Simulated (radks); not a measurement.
The numbers below are computed, except where a source is named.
Species: the vanadium ion V7+. Configuration: [Ne] 3s2 3p4 (the NIST ground configuration). Code: a radial shooting solver on a logarithmic mesh with Libxc functionals. Model: scalar-relativistic Kohn-Sham, SCAN, spin-polarised, spherical densities, finite nucleus; open shells are filled with parallel spins first; meta-GGA in the generalised Kohn-Sham scheme; Fermi nuclear charge, rms radius 3.6002 fm. Some entries of the table are withheld. Estimate them.

orbital  occ.  eigenvalue (eV)  r(max) (bohr)  <1/r> (bohr^-1)
1s up       1        -5529.847        0.04351            22.83
1s down     1        -5528.456        0.04350            22.84
2s up       1        -752.0779         0.2547            4.833
2s down     1        -751.3401         0.2550            4.830
2p up       3              (1)         0.2077            4.719
2p down     3              (2)         0.2080            4.716
3s up       1        -196.6550         0.7849            1.625
3s down     1        -190.9897         0.7869            1.612
3p up       3        -167.3860         0.7932              (3)
3p down     1        -161.8282         0.7946              (4)

Answer. 
(1) 2p up eigenvalue (eV): -650.7875
(2) 2p down eigenvalue (eV): -649.3447
(3) 3p up <1/r> (bohr^-1): 1.533
(4) 3p down <1/r> (bohr^-1): 1.522
